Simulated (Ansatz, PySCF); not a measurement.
C3H9GeN, SMILES C=[CH][GeH2][NH]C. Atoms are numbered in the order given.

```xyz
14

C      2.5986     0.9626     0.2564
C      1.7553    -0.0575     0.4385
Ge     0.0339    -0.1657    -0.4416
N     -1.2748     0.0500     0.8303
C     -2.6638    -0.1320     0.4830
H      2.3554     1.8036    -0.4029
H      3.5730     1.0082     0.7564
H      2.0553    -0.8745     1.1073
H     -0.1013    -1.5211    -1.1886
H     -0.1078     0.9819    -1.4613
H     -1.0381    -0.3594     1.7289
H     -2.9071     0.4589    -0.4158
H     -3.3201     0.2422     1.2869
H     -2.9655    -1.1792     0.2703
```
Charge 0, spin multiplicity 1.

The structure is a stationary point at PBE0-D3(BJ)/def2-SVP. The structure was generated by enumeration, and PubChem lists no compound with its InChIKey, so it may never have been made. One conformer was computed; it need not be the lowest.

Two levels are set side by side: PBE-D3(BJ)/def2-SVP (Ansatz, a first-principles code) and PBE0-D3(BJ)/def2-SVP (Ansatz). Each level has its own optimised geometry; the coordinates shown are those of the second. Frequencies come from the Hessian of PySCF at each geometry. Differences are taken from unrounded values.

| quantity | PBE0-D3(BJ) |
|---|---|
| mean bond length (Å) | 1.328 |
| bond C1–C2 (Å) | 1.336 |
| bond C2–Ge3 (Å) | 1.936 |
| bond Ge3–N4 (Å) | 1.838 |
| bond N4–C5 (Å) | 1.443 |
| bond C1–H6 (Å) | 1.096 |
| bond C1–H7 (Å) | 1.096 |
| bond C2–H8 (Å) | 1.098 |
| bond Ge3–H9 (Å) | 1.553 |
| bond Ge3–H10 (Å) | 1.542 |
| bond N4–H11 (Å) | 1.015 |
| bond C5–H12 (Å) | 1.103 |
| bond C5–H13 (Å) | 1.103 |
| bond C5–H14 (Å) | 1.110 |
| highest harmonic wavenumber (cm⁻¹) | 3613 |
| mean harmonic wavenumber (cm⁻¹) | 1368 |
| zero-point energy (kcal/mol) | 70.39 |

Task: What does PBE-D3(BJ) give, and how far is it from PBE0-D3(BJ)? (An estimate is asked for; the answer gives what the named calculation found.)

Result: 
```csv
quantity,PBE-D3(BJ),PBE-D3(BJ) minus PBE0-D3(BJ)
mean bond length (Å),1.339,0.011
bond C1–C2 (Å),1.346,0.010
bond C2–Ge3 (Å),1.949,0.012
bond Ge3–N4 (Å),1.859,0.022
bond N4–C5 (Å),1.455,0.011
bond C1–H6 (Å),1.104,0.008
bond C1–H7 (Å),1.104,0.008
bond C2–H8 (Å),1.106,0.008
bond Ge3–H9 (Å),1.568,0.014
bond Ge3–H10 (Å),1.553,0.012
bond N4–H11 (Å),1.026,0.010
bond C5–H12 (Å),1.111,0.008
bond C5–H13 (Å),1.112,0.009
bond C5–H14 (Å),1.120,0.010
highest harmonic wavenumber (cm⁻¹),3472,-141
mean harmonic wavenumber (cm⁻¹),1321,-47
zero-point energy (kcal/mol),67.97,-2.42
```

Exact exchange shortens and stiffens bonds; PBE has none. Differences between two approximate levels are no errors against the true value.
